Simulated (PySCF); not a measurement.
TlH and its ions

RHF-MP2; Tl def2-SVPD with ECP60, H def2-SVPD; scalar-relativistic core potentials (PySCF 2.14). Neutral (RHF): singlet (closed shell), Re = 1.892 Å, ωe = 1397 cm⁻¹, De = 2.30 eV.

TlH⁺ (UHF): doublet (σ ↑), Re = 3.143 Å, ωe = 185 cm⁻¹. The energies at the minima are -172.15069 hartree for TlH and -171.87615 for TlH⁺.

Work out the adiabatic ionisation energy, without and with harmonic zero-point energies (1 hartree = 27.2114 eV, 1 eV = 8065.5 cm⁻¹), and the change of the bond length.

At MP2: 0.27454 hartree = 7.471 eV between the minima; the zero-point term (185.0 − 1397.0)/2 cm⁻¹ = -0.075 eV makes it 7.395 eV. Re changes by +125.1 pm against the neutral. The electron leaves a σ orbital, and the ion is left as a loose complex of an ion and an atom.

Correlated steps freeze 4 core orbitals. Correlated levels converge slowly with the basis: in double zeta they bind strong bonds too weakly, by up to about 1 eV, and carry superposition errors of some tenths. These are scalar-relativistic numbers at best; spin–orbit coupling would shift them, the dissociation energy most. Where the molecule has an RHF reference, its open-shell atoms are computed with UHF. States were picked by a PBE0 search and need not be the measured ground states.

Neutral and ion stand on different kinds of reference determinant, which adds to the error of the difference.
